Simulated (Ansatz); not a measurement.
Ansatz (an electronic-structure program) input (B3LYP-D3(BJ)/def2-TZVP):

Ansatz 0.2 input:
```yaml
crystal:
  periodic: [false, false, false]
  atoms:
    - {symbol: C, position_ang: [-2.37947966, 0.62039422, 0.47867800]}
    - {symbol: C, position_ang: [-1.04680415, 0.22331405, 0.04667437]}
    - {symbol: C, position_ang: [0.03519302, 0.37051156, 1.10161967]}
    - {symbol: C, position_ang: [1.42988444, -0.01733315, 0.65585634]}
    - {symbol: Cl, position_ang: [2.02579702, 1.04823905, -0.68027822]}
    - {symbol: Cl, position_ang: [-1.14802285, -1.60461947, -0.44972021]}
    - {symbol: H, position_ang: [-3.14188016, 0.85250001, -0.25027647]}
    - {symbol: H, position_ang: [-2.67357616, 0.50256658, 1.51299921]}
    - {symbol: H, position_ang: [-0.75439638, 0.68977148, -0.88969999]}
    - {symbol: H, position_ang: [-0.22742377, -0.24091218, 1.96995819]}
    - {symbol: H, position_ang: [0.03764626, 1.41441437, 1.42710545]}
    - {symbol: H, position_ang: [1.46240865, -1.03333443, 0.27408625]}
    - {symbol: H, position_ang: [2.14229847, 0.09214127, 1.46883021]}
basis:
  gaussian:
    orbitals: def2-TZVP
hamiltonian:
  xc: b3lyp
  dispersion: d3bj
magnetization: {spin_polarized: true, initial_magnetization: 1}
phonons: {temperatures: {t_min: 298.15, t_max: 298.15, t_step: 100}}
```

Output:

```
Functional definition: B3LYP
integrals: 0.21 GiB planned
1554 factors; their error is unknown
0.33 GiB of the device are held for the grids
1.57 GiB of device memory are held for the factors and their scratch space
mean field: 1.65 GiB planned
mean field evaluation 1: about -29297.0494 eV, gradient 5.0e1 eV
mean field evaluation 2: about -29282.8546 eV, gradient 7.1e1 eV
mean field evaluation 4: about -29309.3637 eV, gradient 4.6e0 eV
mean field evaluation 8: about -29309.4583 eV, gradient 1.7e-1 eV
mean field evaluation 16: about -29309.4859 eV, gradient 8.1e-4 eV
mean field -29309.48590995 eV, -1077.1037405078 hartree, gradient 4.8e-5 eV, S^2 0.755411; 0 other end points of the search recorded, 0 dependent functions left out
the calculation of the forces begins
reference -29309.48620805 eV, -1077.1037514627 hartree; 33, 32 occupied and 207, 208 virtual orbitals, 1554 factors
these checks for a lower state are left out or cut short: stability, starts, cluster_reference, orbital_swaps, neighbouring_geometries, increment
integrals: 0.21 GiB planned
1554 factors; their error is unknown
0.33 GiB of the device are held for the grids
1.57 GiB of device memory are held for the factors and their scratch space
mean field: 1.65 GiB planned
mean field -29309.48567401 eV, -1077.1037318370 hartree, gradient 2.9e-6 eV, S^2 0.755429; 0 other end points of the search recorded, 0 dependent functions left out
the calculation of the forces begins
reference -29309.48597212 eV, -1077.1037427921 hartree; 33, 32 occupied and 207, 208 virtual orbitals, 1554 factors
these checks for a lower state are left out or cut short: stability, starts, cluster_reference, orbital_swaps, neighbouring_geometries, increment
integrals: 0.21 GiB planned
1554 factors; their error is unknown
0.33 GiB of the device are held for the grids
1.57 GiB of device memory are held for the factors and their scratch space
mean field: 1.65 GiB planned
mean field evaluation 32: about -29309.4858 eV, gradient 5.4e-3 eV
mean field -29309.48582122 eV, -1077.1037372467 hartree, gradient 2.8e-6 eV, S^2 0.755393; 0 other end points of the search recorded, 0 dependent functions left out
the calculation of the forces begins
reference -29309.48611931 eV, -1077.1037482014 hartree; 33, 32 occupied and 207, 208 virtual orbitals, 1554 factors
these checks for a lower state are left out or cut short: stability, starts, cluster_reference, orbital_swaps, neighbouring_geometries, increment
integrals: 0.21 GiB planned
1554 factors; their error is unknown
0.33 GiB of the device are held for the grids
1.57 GiB of device memory are held for the factors and their scratch space
mean field: 1.65 GiB planned
mean field -29309.48589073 eV, -1077.1037398013 hartree, gradient 2.8e-6 eV, S^2 0.755400; 0 other end points of the search recorded, 0 dependent functions left out
the calculation of the forces begins
reference -29309.48618885 eV, -1077.1037507571 hartree; 33, 32 occupied and 207, 208 virtual orbitals, 1554 factors
these checks for a lower state are left out or cut short: stability, starts, cluster_reference, orbital_swaps, neighbouring_geometries, increment
integrals: 0.21 GiB planned
1554 factors; their error is unknown
0.33 GiB of the device are held for the grids
1.57 GiB of device memory are held for the factors and their scratch space
mean field: 1.65 GiB planned
mean field -29309.48585555 eV, -1077.1037385083 hartree, gradient 2.9e-6 eV, S^2 0.755423; 0 other end points of the search recorded, 0 dependent functions left out
[...]
1.57 GiB of device memory are held for the factors and their scratch space
mean field: 1.65 GiB planned
mean field -29309.48585659 eV, -1077.1037385466 hartree, gradient 2.8e-6 eV, S^2 0.755411; 0 other end points of the search recorded, 0 dependent functions left out
the calculation of the forces begins
reference -29309.48615469 eV, -1077.1037495017 hartree; 33, 32 occupied and 207, 208 virtual orbitals, 1554 factors
these checks for a lower state are left out or cut short: stability, starts, cluster_reference, orbital_swaps, neighbouring_geometries, increment
integrals: 0.21 GiB planned
1554 factors; their error is unknown
0.33 GiB of the device are held for the grids
1.57 GiB of device memory are held for the factors and their scratch space
mean field: 1.65 GiB planned
mean field -29309.48579680 eV, -1077.1037363494 hartree, gradient 2.8e-6 eV, S^2 0.755411; 0 other end points of the search recorded, 0 dependent functions left out
the calculation of the forces begins
reference -29309.48609488 eV, -1077.1037473037 hartree; 33, 32 occupied and 207, 208 virtual orbitals, 1554 factors
these checks for a lower state are left out or cut short: stability, starts, cluster_reference, orbital_swaps, neighbouring_geometries, increment
integrals: 0.21 GiB planned
1554 factors; their error is unknown
0.33 GiB of the device are held for the grids
1.57 GiB of device memory are held for the factors and their scratch space
mean field: 1.65 GiB planned
mean field -29309.48583647 eV, -1077.1037378073 hartree, gradient 2.8e-6 eV, S^2 0.755411; 0 other end points of the search recorded, 0 dependent functions left out
the calculation of the forces begins
reference -29309.48613459 eV, -1077.1037487628 hartree; 33, 32 occupied and 207, 208 virtual orbitals, 1554 factors
these checks for a lower state are left out or cut short: stability, starts, cluster_reference, orbital_swaps, neighbouring_geometries, increment
integrals: 0.21 GiB planned
1554 factors; their error is unknown
0.33 GiB of the device are held for the grids
1.57 GiB of device memory are held for the factors and their scratch space
mean field: 1.65 GiB planned
mean field evaluation 512: about -29309.4586 eV, gradient 4.0e-4 eV
mean field -29309.48588522 eV, -1077.1037395988 hartree, gradient 2.8e-6 eV, S^2 0.755411; 0 other end points of the search recorded, 0 dependent functions left out
the calculation of the forces begins
reference -29309.48618331 eV, -1077.1037505535 hartree; 33, 32 occupied and 207, 208 virtual orbitals, 1554 factors
these checks for a lower state are left out or cut short: stability, starts, cluster_reference, orbital_swaps, neighbouring_geometries, increment
integrals: 0.21 GiB planned
1554 factors; their error is unknown
0.33 GiB of the device are held for the grids
1.57 GiB of device memory are held for the factors and their scratch space
mean field: 1.65 GiB planned
mean field -29309.48587842 eV, -1077.1037393487 hartree, gradient 2.8e-6 eV, S^2 0.755411; 0 other end points of the search recorded, 0 dependent functions left out
the calculation of the forces begins
reference -29309.48617652 eV, -1077.1037503039 hartree; 33, 32 occupied and 207, 208 virtual orbitals, 1554 factors
these checks for a lower state are left out or cut short: stability, starts, cluster_reference, orbital_swaps, neighbouring_geometries, increment
integrals: 0.21 GiB planned
1554 factors; their error is unknown
0.33 GiB of the device are held for the grids
1.57 GiB of device memory are held for the factors and their scratch space
mean field: 1.65 GiB planned
mean field -29309.48588471 eV, -1077.1037395799 hartree, gradient 2.8e-6 eV, S^2 0.755411; 0 other end points of the search recorded, 0 dependent functions left out
the calculation of the forces begins
reference -29309.48618285 eV, -1077.1037505364 hartree; 33, 32 occupied and 207, 208 virtual orbitals, 1554 factors
these checks for a lower state are left out or cut short: stability, starts, cluster_reference, orbital_swaps, neighbouring_geometries, increment
integrals: 0.21 GiB planned
1554 factors; their error is unknown
0.33 GiB of the device are held for the grids
1.57 GiB of device memory are held for the factors and their scratch space
mean field: 1.65 GiB planned
mean field -29309.48582481 eV, -1077.1037373789 hartree, gradient 2.8e-6 eV, S^2 0.755411; 0 other end points of the search recorded, 0 dependent functions left out
the calculation of the forces begins
reference -29309.48612287 eV, -1077.1037483323 hartree; 33, 32 occupied and 207, 208 virtual orbitals, 1554 factors
these checks for a lower state are left out or cut short: stability, starts, cluster_reference, orbital_swaps, neighbouring_geometries, increment
integrals: 0.21 GiB planned
1554 factors; their error is unknown
0.33 GiB of the device are held for the grids
1.57 GiB of device memory are held for the factors and their scratch space
mean field: 1.65 GiB planned
mean field evaluation 544: about -29309.4859 eV, gradient 2.7e-6 eV
mean field -29309.48589245 eV, -1077.1037398646 hartree, gradient 2.8e-6 eV, S^2 0.755411; 0 other end points of the search recorded, 0 dependent functions left out
the calculation of the forces begins
reference -29309.48619055 eV, -1077.1037508195 hartree; 33, 32 occupied and 207, 208 virtual orbitals, 1554 factors
these checks for a lower state are left out or cut short: stability, starts, cluster_reference, orbital_swaps, neighbouring_geometries, increment
integrals: 0.21 GiB planned
1554 factors; their error is unknown
0.33 GiB of the device are held for the grids
1.57 GiB of device memory are held for the factors and their scratch space
mean field: 1.65 GiB planned
mean field -29309.48589489 eV, -1077.1037399543 hartree, gradient 2.8e-6 eV, S^2 0.755411; 0 other end points of the search recorded, 0 dependent functions left out
the calculation of the forces begins
reference -29309.48619300 eV, -1077.1037509093 hartree; 33, 32 occupied and 207, 208 virtual orbitals, 1554 factors
these checks for a lower state are left out or cut short: stability, starts, cluster_reference, orbital_swaps, neighbouring_geometries, increment
integrals: 0.21 GiB planned
1554 factors; their error is unknown
0.33 GiB of the device are held for the grids
1.57 GiB of device memory are held for the factors and their scratch space
mean field: 1.65 GiB planned
mean field -29309.48586069 eV, -1077.1037386971 hartree, gradient 2.8e-6 eV, S^2 0.755411; 0 other end points of the search recorded, 0 dependent functions left out
the calculation of the forces begins
reference -29309.48615883 eV, -1077.1037496539 hartree; 33, 32 occupied and 207, 208 virtual orbitals, 1554 factors
these checks for a lower state are left out or cut short: stability, starts, cluster_reference, orbital_swaps, neighbouring_geometries, increment
integrals: 0.21 GiB planned
1554 factors; their error is unknown
0.33 GiB of the device are held for the grids
1.57 GiB of device memory are held for the factors and their scratch space
mean field: 1.65 GiB planned
mean field -29309.48582958 eV, -1077.1037375539 hartree, gradient 2.8e-6 eV, S^2 0.755411; 0 other end points of the search recorded, 0 dependent functions left out
the calculation of the forces begins
reference -29309.48612763 eV, -1077.1037485070 hartree; 33, 32 occupied and 207, 208 virtual orbitals, 1554 factors
Total energy: -29310.09142299 eV, -1077.1259927015 hartree
Atom 0 at    -2.379480     0.620394     0.478678 Å, force    -0.000486     0.000415     0.000191 eV/Å
Atom 1 at    -1.046804     0.223314     0.046674 Å, force     0.000466     0.000716    -0.000076 eV/Å
Atom 2 at     0.035193     0.370512     1.101620 Å, force     0.000514     0.000381    -0.000433 eV/Å
Atom 3 at     1.429884    -0.017333     0.655856 Å, force    -0.000754     0.000084    -0.000550 eV/Å
Atom 4 at     2.025797     1.048239    -0.680278 Å, force    -0.000567    -0.000596     0.001037 eV/Å
Atom 5 at    -1.148023    -1.604619    -0.449720 Å, force     0.000625    -0.000487     0.000012 eV/Å
Atom 6 at    -3.141880     0.852500    -0.250276 Å, force    -0.000007     0.000179     0.000133 eV/Å
Atom 7 at    -2.673576     0.502567     1.512999 Å, force     0.000044    -0.000115    -0.000119 eV/Å
Atom 8 at    -0.754396     0.689771    -0.889700 Å, force     0.000097    -0.000346     0.000130 eV/Å
Atom 9 at    -0.227424    -0.240912     1.969958 Å, force     0.000012    -0.000195     0.000062 eV/Å
Atom 10 at     0.037646     1.414414     1.427105 Å, force    -0.000207    -0.000095     0.000016 eV/Å
Atom 11 at     1.462409    -1.033334     0.274086 Å, force     0.000086    -0.000290    -0.000180 eV/Å
Atom 12 at     2.142298     0.092141     1.468830 Å, force     0.000176     0.000350    -0.000222 eV/Å
Dipole moment:    -0.149147     0.189997     0.441899 e Å
Vibrations: 53.72 122.31 207.79 243.25 296.01 322.62 365.26 469.71 513.12 657.36 670.40 804.11 897.28 978.20 1043.12 1113.87 1132.99 1175.75 1209.73 1273.50 1324.28 1348.61 1415.99 1462.77 1473.81 1485.52 3031.16 3068.44 3101.06 3127.74 3151.44 3158.71 3258.47 cm⁻¹, zero-point energy 2.725054 eV
```

It need not be the lowest isomer of its formula.
